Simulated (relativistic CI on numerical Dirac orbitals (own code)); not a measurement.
## Rh⁶⁺: M2,3 absorption edge

Computed with this model: Dirac-Coulomb-Breit CI, orbitals from a KLI potential per configuration, QED by a radiative potential, valence Slater integrals scaled by 0.8, multiplet model of core-to-valence dipole absorption; configurations [Kr] 4d3 → [Ne] 3s2 3p5 3d10 4s2 4p6 4d4; 10 K; Lorentzian 2 eV and Gaussian 0.4 eV FWHM. Energies are those of the free ion, without screening or charge transfer. The branching ratio is the share of the lower-energy edge in the whole absorption, uncertain by about 0.02 where the edges overlap. S is read from ⟨S²⟩ = S(S + 1).

Field parameters in Wybourne normalisation: Oh B⁴₀ = 21Dq, B⁴₄ = √(5/14) B⁴₀. The field is a parameter set, without covalency.

Peaks in eV (height, largest 100): 510.0 (100), 534.2 (23), 535.5 (23).

Which surroundings give this spectrum?
A. free ion
B. Oh, 10Dq = 8500 cm⁻¹
C. Oh, 10Dq = 40650 cm⁻¹
D. Oh, 10Dq = 29950 cm⁻¹

B. Oh, 10Dq = 8500 cm⁻¹, where the ground state has S = 1.49.
